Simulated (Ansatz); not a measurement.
A nudged elastic band was laid between two geometries of CH6AlISSi (11 atoms, charge 0, multiplicity 1).

Theory: Ansatz, RKS PBE0/def2-SVP.

- movable images: 5
- climbing image: yes
- spring: 5.0 eV/Å²
- optimiser: quadratic models (default)
- start path: through a guess of the saddle point
- force threshold: 0.05 eV/Å
- iteration limit: 60
- end points: relaxed

First end point:

```xyz
11
Properties=species:S:1:pos:R:3
C -0.563 0.855 -1.516
Si 0.420 -0.467 -0.652
S 2.034 0.198 0.554
Al 0.546 -0.529 2.045
I -1.022 1.140 3.029
H -1.425 0.421 -2.046
H 0.074 1.373 -2.250
H -0.923 1.597 -0.787
H 0.751 -1.627 -1.525
H -0.510 -1.077 0.442
H 0.684 -1.942 2.728
```

Last end point:

```xyz
11
Properties=species:S:1:pos:R:3
C -0.748 0.919 -1.404
Si -0.095 -0.869 -1.188
S 1.840 -0.166 0.022
Al 0.217 -0.677 1.615
I -0.640 1.375 2.727
H -1.807 0.849 -1.707
H -0.203 1.374 -2.248
H -0.688 1.601 -0.542
H 2.487 -1.355 0.047
H -0.839 -1.104 0.295
H 0.541 -2.005 2.402
```

(1) What changes between the two ends?

(2) What energy profile does the band end with?

(3) What is the geometry of the highest image?

(4) What are the harmonic wavenumbers there?

Answers

(1) Bonds broken: Si2–H9. Bonds formed: S3–H9.

(2) The forces met the threshold. The highest image is number 4 of 0 to 6, 2.41 eV above the first end and 0.93 eV above the last; the last end lies 1.47 eV above the first. A vibrational analysis at the climbing image gives one clearly imaginary mode, 973i cm⁻¹: a first-order saddle point. The orbitals stay closed-shell, which can raise the energy where a bond breaks towards radicals; this wasn't checked here.

```csv
image,path coordinate (Å),energy (eV),Si2–H9 (Å),S3–H9 (Å)
0,0.00,0.00,1.49,3.05
1,0.47,0.05,1.49,2.95
2,0.95,0.49,1.47,2.60
3,1.42,1.60,1.49,2.12
4,1.90,2.41,1.64,1.64
5,2.62,1.79,2.34,1.35
6,3.34,1.47,2.90,1.35
```

(3) 
```xyz
11
Properties=species:S:1:pos:R:3
C -0.723 0.883 -1.437
Si 0.107 -0.739 -0.965
S 2.029 -0.072 0.291
Al 0.476 -0.616 1.815
I -0.771 1.336 2.730
H -1.715 0.677 -1.870
H -0.109 1.381 -2.203
H -0.832 1.554 -0.571
H 1.640 -1.275 -0.753
H -0.595 -1.218 0.362
H 0.558 -1.967 2.622
```

(4) 973i, 66, 97, 132, 149, 186, 267, 297, 345, 472, 487, 589, 619, 679, 759, 828, 874, 1097, 1248, 1413, 1416, 1661, 1819, 1981, 3051, 3164, 3174 cm⁻¹.

Run time: 4.8 min on 2 threads of AMD EPYC 7R13 Processor (Zen 3), with other jobs on the host, peak memory 0.39 GiB.
